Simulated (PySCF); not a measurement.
## P²⁺: ionisation energy

P²⁺ [Ne] 3s2 3p1 (2P) → P³⁺ [Ne] 3s2 (1S), as a difference of total energies. All numbers are calculated (PySCF 2.14, the non-relativistic Hamiltonian (point nucleus), in dyall-acv3z (19s12p6d4f, 113 functions)). Correlated levels: valence: [Ne] frozen; virtual orbitals above 40 to 60 times the deepest correlated orbital energy dropped. The calculations carry no spin-orbit coupling.

```
           method  ionisation energy (eV)  plus first-order spin-orbit estimate  error of that sum (eV)
              UHF                  29.589                                29.630                  -0.573
    MP2 (valence)                  29.893                                29.934                  -0.269
SCS-MP2 (valence)                  29.883                                29.923                  -0.280
   CCSD (valence)                  30.018                                30.058                  -0.145
CCSD(T) (valence)                  30.048                                30.088                  -0.115
```

Reference: 30.203 eV (measured; NIST Atomic Spectra Database, ionization energies).

A first-order spin-orbit estimate (lowest level to lowest level, LS coupling) adds 0.041 eV.

Errors of the correlated levels include the incompleteness of this basis and the frozen core.
